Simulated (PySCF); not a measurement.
C2H5Se, doublet, at a GFN2-xTB geometry; SCAN/6-31G* in PySCF.

Input for PySCF:
```python
from pyscf import gto, scf, dft

mol = gto.Mole()
mol.atom = '''
    C     1.49761263    0.16353966   -0.58909228
    Se   -0.00641801   -0.21359841    0.38267030
    C    -1.33162899    0.55167442   -0.83254576
    H     2.42913506   -0.14745875   -0.15117942
    H     1.49762313    1.05842432   -1.18733177
    H    -1.15487641    1.62127093   -0.92096503
    H    -1.23025095    0.07022799   -1.80212363
    H    -2.31932019    0.36859686   -0.41936231
'''
mol.basis = '6-31g*'
mol.spin = 1
mol.verbose = 4
mol.build()

mf = dft.UKS(mol)
mf.xc = 'scan'
mf.small_rho_cutoff = 0
mf.kernel()
```

It wrote (shortened):

```
PySCF version 2.14.0

[INPUT] verbose = 4
[INPUT] num. atoms = 8
[INPUT] num. electrons = 51
[INPUT] charge = 0
[INPUT] spin (= nelec alpha-beta = 2S) = 1
[INPUT] symmetry False subgroup None
[INPUT] Mole.unit = angstrom
[INPUT] Symbol           X                Y                Z      unit          X                Y                Z       unit  Magmom
[INPUT]  1 C      1.497612630000   0.163539660000  -0.589092280000 AA    2.830077711390   0.309045167904  -1.113223071296 Bohr   0.0
[INPUT]  2 Se    -0.006418010000  -0.213598410000   0.382670300000 AA   -0.012128281165  -0.403642495543   0.723142063005 Bohr   0.0
[INPUT]  3 C     -1.331628990000   0.551674420000  -0.832545760000 AA   -2.516414090631   1.042513563728  -1.573283472568 Bohr   0.0
[INPUT]  4 H      2.429135060000  -0.147458750000  -0.151179420000 AA    4.590399982979  -0.278656652171  -0.285687699471 Bohr   0.0
[INPUT]  5 H      1.497623130000   1.058424320000  -1.187331770000 AA    2.830097553514   2.000132088379  -2.243731864295 Bohr   0.0
[INPUT]  6 H     -1.154876410000   1.621270930000  -0.920965030000 AA   -2.182400122621   3.063758031419  -1.740371677002 Bohr   0.0
[INPUT]  7 H     -1.230250950000   0.070227990000  -1.802123630000 AA   -2.324837359986   0.132711667379  -3.405520103307 Bohr   0.0
[INPUT]  8 H     -2.319320190000   0.368596860000  -0.419362310000 AA   -4.382879954274   0.696547115775  -0.792479912865 Bohr   0.0

nuclear repulsion = 178.217616538601
number of shells = 34
number of NR pGTOs = 169
number of NR cGTOs = 70
basis = 6-31g*
ecp = {}

******** <class 'pyscf.dft.uks.UKS'> ********
method = UKS
initial guess = minao
damping factor = 0
level_shift factor = 0
DIIS = <class 'pyscf.scf.diis.CDIIS'>
diis_start_cycle = 1
diis_space = 8
diis_damp = 0
SCF conv_tol = 1e-09
SCF conv_tol_grad = None
SCF max_cycles = 50
direct_scf = True
direct_scf_tol = 1e-13
number electrons alpha = 26  beta = 25
XC library pyscf.dft.libxc version 7.1.2
    S. Lehtola, C. Steigemann, M. J. T. Oliveira, and M. A. L. Marques,  SoftwareX 7, 1–5 (2018)
XC functionals = scan
    J. Sun, A. Ruzsinszky, and J. P. Perdew,  Phys. Rev. Lett. 115, 036402 (2015)
    J. Sun, A. Ruzsinszky, and J. P. Perdew,  Phys. Rev. Lett. 115, 036402 (2015)
radial grids:
    Treutler-Ahlrichs [JCP 102, 346 (1995); DOI:10.1063/1.469408] (M4) radial grids

becke partition: Becke, JCP 88, 2547 (1988); DOI:10.1063/1.454033
pruning grids: <function nwchem_prune>
grids dens level: 3
symmetrized grids: False
atomic radii adjust function: <function treutler_atomic_radii_adjust>
small_rho_cutoff = 0
Set gradient conv threshold to 3.16228e-05
tot grids = 97704
init E= -2479.71452519177

cycle= 1 E= -2480.51380233278  delta_E= -0.799  |g|= 0.294  |ddm|= 1.93
cycle= 2 E= -2480.44936894774  delta_E= 0.0644  |g|= 0.45  |ddm|= 0.719
cycle= 3 E= -2480.56066762135  delta_E= -0.111  |g|= 0.0471  |ddm|= 0.513
cycle= 4 E= -2480.56194738194  delta_E= -0.00128  |g|= 0.0312  |ddm|= 0.114
cycle= 5 E= -2480.56245429596  delta_E= -0.000507  |g|= 0.0121  |ddm|= 0.0414
cycle= 6 E= -2480.56254451127  delta_E= -9.02e-05  |g|= 0.00397  |ddm|= 0.0189
cycle= 7 E= -2480.56255432929  delta_E= -9.82e-06  |g|= 0.00123  |ddm|= 0.00569
cycle= 8 E= -2480.56255529606  delta_E= -9.67e-07  |g|= 0.000326  |ddm|= 0.00206
cycle= 9 E= -2480.56255540097  delta_E= -1.05e-07  |g|= 9.36e-05  |ddm|= 0.000732
cycle= 10 E= -2480.56255540857  delta_E= -7.6e-09  |g|= 2.5e-05  |ddm|= 0.000189
cycle= 11 E= -2480.56255540912  delta_E= -5.5e-10  |g|= 8.28e-06  |ddm|= 5.76e-05
Extra cycle  E= -2480.56255540914  delta_E= -1.64e-11  |g|= 7.59e-06  |ddm|= 2.45e-05
converged SCF energy = -2480.56255540914  <S^2> = 0.75608186  2S+1 = 2.0060726
```
